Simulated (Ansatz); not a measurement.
H$_{2}$Cl$_{2}$S$_{2}$Si, singlet, at a GFN2-xTB geometry, atoms displaced at random by about 0.08 Å a coordinate; R2SCAN/STO-3G, gradient in Ansatz (a program for electronic structure).

Ansatz was given this input:
Ansatz 0.2 input:
```yaml
crystal:
  periodic: [false, false, false]
  atoms:
    - {symbol: S, position_ang: [-0.04784842, 1.94339133, -0.88222059]}
    - {symbol: Si, position_ang: [-0.01236384, -0.02939309, -0.03176690]}
    - {symbol: S, position_ang: [1.95013996, -0.50418500, 0.74247673]}
    - {symbol: Cl, position_ang: [-0.65249980, -1.36082632, -1.29303194]}
    - {symbol: Cl, position_ang: [-1.29220297, -0.23723499, 1.68519369]}
    - {symbol: H, position_ang: [0.20097947, 2.56654692, 0.15926996]}
    - {symbol: H, position_ang: [2.56177355, -0.26958325, -0.38912104]}
basis:
  gaussian:
    orbitals: STO-3G
hamiltonian:
  xc: r2scan
output: {forces: true}
```

What the program printed (banner, timings and long lists left out):

```
Functional definition: r2SCAN
513 factors; integrals over basis functions are off by at most 2.4e-5 eV
mean field evaluation 1: about -54019.7198 eV, gradient 3.0e1 eV
mean field evaluation 2: about -54017.0842 eV, gradient 4.1e1 eV
mean field evaluation 4: about -54023.6282 eV, gradient 9.5e-1 eV
mean field evaluation 8: about -54023.6222 eV, gradient 1.0e-2 eV
mean field -54023.62219582 eV, -1985.3314971699 hartree, gradient 3.3e-6 eV, S^2 0.000000; 0 other end points of the search recorded, 0 dependent functions left out
the calculation of the forces begins
reference -54023.62220082 eV, -1985.3314973538 hartree; 41, 41 occupied and 6, 6 virtual orbitals, 513 factors
Total energy: -54023.62220082 eV, -1985.3314973538 hartree
Atom 0 at    -0.047848     1.943391    -0.882221 Å, force    -1.426983    -2.817015    -4.732300 eV/Å
Atom 1 at    -0.012364    -0.029393    -0.031767 Å, force     2.130437     3.380505     3.905419 eV/Å
Atom 2 at     1.950140    -0.504185     0.742477 Å, force    -1.309884    -0.396723     1.695219 eV/Å
Atom 3 at    -0.652500    -1.360826    -1.293032 Å, force    -1.539771    -3.037128    -3.388725 eV/Å
Atom 4 at    -1.292203    -0.237235     1.685194 Å, force     0.285329     0.244674    -0.291677 eV/Å
Atom 5 at     0.200979     2.566547     0.159270 Å, force     1.101874     2.217735     4.534635 eV/Å
Atom 6 at     2.561774    -0.269583    -0.389121 Å, force     0.758998     0.407953    -1.722571 eV/Å
Dipole moment:     0.524207     0.435036    -0.219069 e Å
```
